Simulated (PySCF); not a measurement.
# Low-lying terms of F⁷⁺ (fluorine, charge +7)

Ground state 1s2, ¹S. Calculation: PySCF 2.14, in an even-tempered Gaussian basis (18 s from 0.186 bohr⁻², ratio 2.5; 9 p from 0.229 bohr⁻², ratio 2.7; 7 d from 0.263 bohr⁻², ratio 2.7; 3 f from 20 bohr⁻², ratio 2.7); the spin-free X2C one-electron Hamiltonian (Gaussian nucleus). Vertical excitation energies in eV without spin-orbit coupling; excited terms of each kind are numbered among those the solver found. Frozen: nothing.

```csv
term,leading excitation,EOM-EE-CCSD
1 3S,1s → s,722.99
1 3P°,1s → p,731.71
1 1S,1s → s,732.02
1 1P°,1s → p,737.93
2 3S,1s → s,853.61
2 1S,1s → s,856.01
2 3P°,1s → p,856.03
1 3D,1s → d,857.28
1 1D,1s → d,857.35
2 1P°,1s → p,857.76
2 3D,1s → d,900.05
2 1D,1s → d,900.09
```

Only the lower part of the computed list is shown. Doubly excited terms such as np² are absent. The solver can miss terms. The 12 highest virtual orbitals were dropped.
